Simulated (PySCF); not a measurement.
Electron correlation in Br³⁺ (bromine, charge +3)

[Ar] 3d10 4s2 4p2, high-spin 3P determinant. Calculation: PySCF 2.14, in x2c-QZVPPall; the spin-free X2C one-electron Hamiltonian (Gaussian nucleus). Frozen: [Ne]; 22 electrons correlated.

MP2 pair energies summed by pair of shells (mhartree):

```
 pair   energy  share (%)
3d-3d  -373.05       45.7
3p-3d  -162.34       19.9
3d-4s   -49.46        6.1
3p-3p   -47.04        5.8
3s-3d   -45.22        5.5
4s-4p   -40.84        5.0
3d-4p   -35.04        4.3
3s-3p   -17.83        2.2
4s-4s   -17.33        2.1
3p-4s    -9.79        1.2
3p-4p    -6.29        0.8
4p-4p    -6.13        0.8
3s-3s    -3.45        0.4
3s-4s    -1.46        0.2
3s-4p    -1.11        0.1
```

Total MP2 correlation energy: -816.37 mhartree.

Same-spin part -276.54 and opposite-spin part -539.83 mhartree; SCS-MP2 scales them by 1/3 and 6/5 to -739.98 mhartree.

This basis was not built for core-valence correlation, so the inner-shell part is incomplete.
